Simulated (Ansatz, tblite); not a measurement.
Dissociation curve of Al2(mu-OMe)2(OH)4, C2H10Al2O6, singlet. The Al1–O19 bond (Al1 also carries Al, O, O, O; O19 carries H) is pulled apart rigidly from the PBE0/def2-SVP optimised geometry.

Levels: RKS-PBE0 = restricted PBE0/def2-SVP (Ansatz, an electronic-structure program); UKS-PBE0 = Ansatz with unrestricted PBE0/def2-SVP; GFN2-xTB, 300 K electronic temperature (tblite); UKS-CAM-B3LYP = Ansatz with unrestricted CAM-B3LYP/def2-SVP; RKS-CAM-B3LYP = restricted CAM-B3LYP/def2-SVP (Ansatz).

Energies are in mEh, each relative to the lowest point of its own curve near equilibrium.

| R / Å | RKS-PBE0 | UKS-PBE0 | GFN2-xTB | UKS-CAM-B3LYP | RKS-CAM-B3LYP |
|---|---|---|---|---|---|
| 1.41 | 81.0 | 81.0 | ___ | 79.5 | 79.5 |
| 1.50 | 33.5 | 33.5 | 20.0 | 32.5 | 32.5 |
| 1.61 | 6.3 | 6.3 | ___ | 5.8 | 5.8 |
| 1.67 | 0.9 | 0.9 | 0.0 | 0.8 | 0.8 |
| 1.71 | 0.0 | 0.0 | ___ | 0.0 | 0.0 |
| 1.75 | 0.7 | 0.7 | ___ | 0.9 | 0.9 |
| 1.81 | 4.3 | 4.3 | 7.0 | 4.8 | 4.8 |
| 1.93 | 17.6 | 17.6 | 19.5 | 18.6 | 18.6 |
| 2.06 | 37.1 | 37.1 | 36.1 | 38.8 | 38.8 |
| 2.26 | 70.5 | 70.5 | 63.6 | 73.3 | 73.3 |
| 2.50 | 109.0 | 109.0 | ___ | 113.1 | 113.1 |
| 2.83 | 153.6 | 153.6 | ___ | 159.7 | 159.7 |
| 3.19 | 190.6 | 183.2 | 168.0 | 192.1 | 199.1 |
| 3.62 | 222.0 | 200.1 | 194.3 | 209.8 | 233.9 |
| 4.16 | 247.5 | 209.2 | 212.7 | 218.8 | 264.0 |
| 4.97 | 268.5 | 213.5 | 224.5 | 222.4 | 291.3 |

Q: What belongs in the gaps?

A: 
- 1.41, GFN2-xTB: 59.4
- 1.61, GFN2-xTB: 1.9
- 1.71, GFN2-xTB: 0.7
- 1.75, GFN2-xTB: 2.6
- 2.50, GFN2-xTB: 96.0
- 2.83, GFN2-xTB: 135.1

The restricted form behind RKS-PBE0, RKS-CAM-B3LYP keeps the bonding electrons paired and can't separate into open-shell fragments. The unrestricted determinant behind UKS-PBE0 is spin-contaminated at 2.83 to 4.97 Å (<S²> up to 1.0, against 0.00 for a pure singlet). The unrestricted determinant behind UKS-CAM-B3LYP is spin-contaminated at 3.19 to 4.97 Å (<S²> up to 1.0, against 0.00 for a pure singlet).
